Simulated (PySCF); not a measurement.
## Atomic charges against the basis set

B2FH7N2.
Atom-mapped SMILES: `[F:1][BH-:2]1[NH2+:3][BH2-:4][NH2+:5]1` (hydrogens: H6 on B2; H7, H8 on N3; H9, H10 on B4; H11, H12 on N5)

Cartesian coordinates in Å at the PBE0-D3(BJ)/def2-SVP level; atoms count from 1:
```xyz
12
B2FH7N2 angstrom
F      1.7365    0.0918   -1.1604
B      0.9739   -0.0576   -0.0224
N     -0.2562   -1.0363   -0.2866
B     -1.2142    0.1710    0.1389
N      0.0119    1.1960    0.1876
H      1.5825   -0.3462    0.9954
H     -0.3273   -1.3133   -1.2640
H     -0.2890   -1.8714    0.2905
H     -2.0299    0.4517   -0.7195
H     -1.6762   -0.0098    1.2494
H      0.1416    1.7124    1.0525
H      0.0517    1.8507   -0.5914
```

PBE0 throughout (PySCF), one geometry, spherical d and f functions. Geometry: PBE0-D3(BJ)/def2-SVP, one conformer, isolated molecule. Atoms taken as equivalent share a column and are averaged. The first 7 of 9 kinds of atom are listed.

Mulliken charges (e):

```json
{"basis": "STO-3G", "functions": "32", "F1": "-0.192", "B2": "+0.287", "N3/N5": "-0.436", "B4": "+0.135", "H6": "-0.097", "H7/H12": "+0.225", "H8/H11": "+0.230"}
{"basis": "6-31G", "functions": "59", "F1": "-0.376", "B2": "+0.646", "N3/N5": "-0.906", "B4": "+0.278", "H6": "-0.092", "H7/H12": "+0.361", "H8/H11": "+0.364"}
{"basis": "pcSseg-0", "functions": "59", "F1": "-0.371", "B2": "+0.639", "N3/N5": "-0.946", "B4": "+0.198", "H6": "-0.028", "H7/H12": "+0.351", "H8/H11": "+0.359"}
{"basis": "6-31G*", "functions": "84", "F1": "-0.348", "B2": "+0.524", "N3/N5": "-0.808", "B4": "+0.124", "H6": "-0.096", "H7/H12": "+0.370", "H8/H11": "+0.375"}
{"basis": "cc-pVDZ", "functions": "105", "F1": "-0.198", "B2": "+0.092", "N3/N5": "+0.016", "B4": "-0.142", "H6": "-0.142", "H7/H12": "+0.117", "H8/H11": "+0.122"}
{"basis": "def2-SVP", "functions": "105", "F1": "-0.208", "B2": "+0.096", "N3/N5": "-0.101", "B4": "-0.099", "H6": "-0.113", "H7/H12": "+0.154", "H8/H11": "+0.159"}
{"basis": "6-311+G(2d,p)", "functions": "177", "F1": "-0.498", "B2": "+0.745", "N3/N5": "-0.733", "B4": "+0.109", "H6": "-0.017", "H7/H12": "+0.303", "H8/H11": "+0.288"}
{"basis": "aug-cc-pVDZ", "functions": "178", "F1": "-0.540", "B2": "+0.056", "N3/N5": "-0.105", "B4": "-1.185", "H6": "+0.502", "H7/H12": "+0.068", "H8/H11": "+0.030"}
{"basis": "def2-TZVP", "functions": "197", "F1": "-0.321", "B2": "+0.175", "N3/N5": "-0.314", "B4": "-0.107", "H6": "-0.055", "H7/H12": "+0.243", "H8/H11": "+0.247"}
{"basis": "IGLO-III", "functions": "245", "F1": "-0.454", "B2": "+0.634", "N3/N5": "-0.528", "B4": "+0.174", "H6": "-0.111", "H7/H12": "+0.230", "H8/H11": "+0.238"}
{"basis": "cc-pVTZ", "functions": "248", "F1": "-0.271", "B2": "+0.092", "N3/N5": "+0.007", "B4": "-0.230", "H6": "-0.099", "H7/H12": "+0.126", "H8/H11": "+0.132"}
```

IAO charges (e):

```
        basis  functions      F1      B2   N3/N5      B4      H6  H7/H12  H8/H11
       STO-3G         32  -0.243  +0.196  -0.390  -0.060  -0.038  +0.241  +0.246
        6-31G         59  -0.382  +0.314  -0.465  -0.092  -0.035  +0.286  +0.290
     pcSseg-0         59  -0.368  +0.305  -0.448  -0.100  -0.041  +0.280  +0.285
       6-31G*         84  -0.386  +0.347  -0.457  -0.075  -0.050  +0.278  +0.282
      cc-pVDZ        105  -0.387  +0.331  -0.447  -0.099  -0.045  +0.280  +0.284
     def2-SVP        105  -0.386  +0.333  -0.442  -0.092  -0.049  +0.277  +0.282
6-311+G(2d,p)        177  -0.400  +0.343  -0.467  -0.092  -0.043  +0.287  +0.292
  aug-cc-pVDZ        178  -0.399  +0.337  -0.461  -0.097  -0.042  +0.286  +0.290
    def2-TZVP        197  -0.400  +0.348  -0.468  -0.090  -0.044  +0.286  +0.291
     IGLO-III        245  -0.401  +0.347  -0.469  -0.091  -0.043  +0.287  +0.292
      cc-pVTZ        248  -0.399  +0.347  -0.468  -0.091  -0.045  +0.287  +0.291
```

Hirshfeld charges (e):

```tsv
basis	functions	F1	B2	N3/N5	B4	H6	H7/H12	H8/H11
STO-3G	32	-0.153	+0.118	-0.084	+0.033	-0.116	+0.124	+0.126
6-31G	59	-0.209	+0.123	-0.116	+0.014	-0.095	+0.144	+0.149
pcSseg-0	59	-0.198	+0.123	-0.116	+0.016	-0.101	+0.143	+0.148
6-31G*	84	-0.198	+0.119	-0.117	+0.012	-0.098	+0.145	+0.149
cc-pVDZ	105	-0.190	+0.123	-0.129	+0.019	-0.100	+0.146	+0.152
def2-SVP	105	-0.196	+0.124	-0.130	+0.017	-0.099	+0.148	+0.153
6-311+G(2d,p)	177	-0.211	+0.147	-0.153	+0.035	-0.087	+0.147	+0.151
aug-cc-pVDZ	178	-0.203	+0.143	-0.156	+0.030	-0.086	+0.148	+0.152
def2-TZVP	197	-0.206	+0.141	-0.151	+0.029	-0.089	+0.148	+0.153
IGLO-III	245	-0.205	+0.144	-0.157	+0.030	-0.087	+0.149	+0.153
cc-pVTZ	248	-0.202	+0.140	-0.149	+0.029	-0.092	+0.148	+0.154
```

Which scheme is steadiest as the basis changes?

Largest range over the bases for any column: Hirshfeld 0.07 e, IAO 0.16 e, Mulliken 1.46 e. Hirshfeld charges move least and Mulliken charges most, counted in e. Without the minimal STO-3G basis the ranges are Hirshfeld 0.04, IAO 0.04, Mulliken 1.46 e.

How much do the charges still move between the two largest bases, IGLO-III and cc-pVTZ?

At most, over all atoms: Mulliken 0.542 e, IAO 0.002 e, Hirshfeld 0.008 e.

What do the same runs give for the total energy, the frontier levels and the dipole moment?

```csv
basis,energy (Eh),HOMO (eV),LUMO (eV),μ (D)
STO-3G,-259.6547,-4.38,9.00,0.37
6-31G,-263.0506,-7.84,2.01,0.82
pcSseg-0,-262.5425,-8.09,1.66,0.70
6-31G*,-263.1037,-7.72,2.11,0.50
cc-pVDZ,-263.1292,-7.85,1.46,0.58
def2-SVP,-262.9262,-7.92,1.51,0.59
"6-311+G(2d,p)",-263.2030,-8.06,0.00,0.75
aug-cc-pVDZ,-263.1486,-8.02,-0.21,0.71
def2-TZVP,-263.2244,-8.02,0.78,0.67
IGLO-III,-263.2336,-8.04,0.40,0.70
cc-pVTZ,-263.2173,-8.00,0.88,0.64
```

The dipole is fixed by the density alone, so its range of 0.45 D shows that the density itself changes with the basis, not only its division among atoms.
